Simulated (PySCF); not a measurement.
**Excitation energy of Os+ by level of theory**

Os+ [Xe] 4f14 5d6 6s1 (6D) → Os+ [Xe] 4f14 5d6 6p1 (high-spin determinant), as a difference of total energies. All numbers are calculated (PySCF 2.14, scalar relativity through the core potential, in def2-TZVPPD with the def2 core potential (60 electrons)). Correlated levels: valence: 5s2 5p6 frozen. The calculations carry no spin-orbit coupling.

```tsv
method	excitation energy (eV)
UHF	5.954
MP2 (valence)	6.313
SCS-MP2 (valence)	6.187
CCSD (valence)	6.204
CCSD(T) (valence)	6.175
```

How much does correlation contribute at CCSD(T) (valence)?

6.175 − (5.954) = 0.221 eV, measured against UHF.

The determinant of the upper state mixes LS terms, which raises its energy above the lowest term, most at the Hartree-Fock and MP2 levels.
